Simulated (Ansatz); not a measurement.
A nudged elastic band was laid between two geometries of AlFH4OSi + H2 (10 atoms, charge 0, multiplicity 1).

These are results of RKS PBE/def2-SVP (Ansatz), not measurements.

```
movable images  : 7
climbing image  : yes
spring          : 5.0 eV/Å²
optimiser       : quadratic models (default)
start path      : through a guess of the saddle point
force threshold : 0.03 eV/Å
iteration limit : 60
end points      : relaxed
```

First end point:

```xyz
10
Properties=species:S:1:pos:R:3
Al -0.145 0.003 0.148
O -1.004 -0.305 1.589
Si -1.428 -0.673 3.155
H -2.684 -1.502 3.161
H -0.335 -1.445 3.846
H -1.683 0.596 3.925
F 1.536 -0.079 0.170
H -0.892 0.151 -1.232
H 0.618 2.115 0.474
H -0.126 2.288 0.600
```

Last end point:

```xyz
10
Properties=species:S:1:pos:R:3
Al 0.148 0.354 0.068
O -0.963 0.872 1.606
Si -1.118 -0.379 2.845
H -1.865 -1.564 2.339
H 0.184 -0.654 3.515
H -2.004 0.363 3.815
F 0.302 -1.136 0.957
H -0.837 0.284 -1.192
H 1.441 1.297 0.111
H -1.431 1.710 1.772
```

Problem. Which bonds break or form, and what moves?

Solution. Bonds broken: H9–H10. Bonds formed: Al1–H9, O2–H10. AlFH4OSi + H2 becomes AlFH6OSi.

Problem. What energy profile does the band end with?

Solution. The forces met the threshold. The highest image is number 5 of 0 to 8, 0.88 eV above the first end and 0.51 eV above the last; the last end lies 0.37 eV above the first. A vibrational analysis at the climbing image gives one clearly imaginary mode, 996i cm⁻¹: a first-order saddle point. The orbitals stay closed-shell, which can raise the energy where a bond breaks towards radicals; this wasn't checked here.

| image | path coordinate (Å) | energy (eV) | H9–H10 (Å) | Al1–H9 (Å) | O2–H10 (Å) |
| --- | --- | --- | --- | --- | --- |
| 0 | 0.00 | 0.00 | 0.77 | 2.27 | 2.91 |
| 1 | 0.80 | 0.00 | 0.77 | 2.27 | 2.92 |
| 2 | 1.59 | 0.00 | 0.77 | 2.27 | 2.95 |
| 3 | 2.39 | 0.01 | 0.77 | 2.28 | 2.64 |
| 4 | 3.20 | 0.11 | 0.78 | 2.18 | 2.01 |
| 5 | 4.00 | 0.88 | 1.13 | 1.75 | 1.19 |
| 6 | 5.06 | 0.52 | 2.19 | 1.62 | 0.98 |
| 7 | 6.13 | 0.41 | 2.70 | 1.61 | 0.98 |
| 8 | 7.19 | 0.37 | 3.34 | 1.60 | 0.97 |

Problem. What is the geometry of the highest image?

Solution. 
```xyz
10
Properties=species:S:1:pos:R:3:forces:R:3
Al -0.052 0.335 -0.062 0.00 0.00 0.00
O -0.791 0.362 1.670 0.00 0.00 0.00
Si -1.344 -0.424 3.080 0.00 0.00 0.00
H -2.027 -1.686 2.645 0.00 0.00 0.00
H -0.183 -0.734 3.979 0.00 0.00 0.00
H -2.308 0.485 3.784 0.00 0.00 0.00
F 1.166 -0.823 -0.172 0.00 0.00 0.00
H -1.051 0.519 -1.278 0.00 0.00 0.00
H 0.539 1.801 0.697 0.00 0.00 0.00
H -0.091 1.313 1.494 0.00 0.00 0.00
```

Problem. What are the harmonic wavenumbers there?

Solution. 996i, 31, 49, 137, 225, 414, 452, 642, 650, 692, 710, 821, 845, 905, 920, 967, 1097, 1165, 1625, 1905, 1940, 2185, 2195, 2201 cm⁻¹.

The run took 6.8 min on 2 threads of Intel(R) Xeon(R) Platinum 8375C CPU @ 2.90GHz (Ice Lake), with other jobs on the host, peak memory 0.14 GiB.
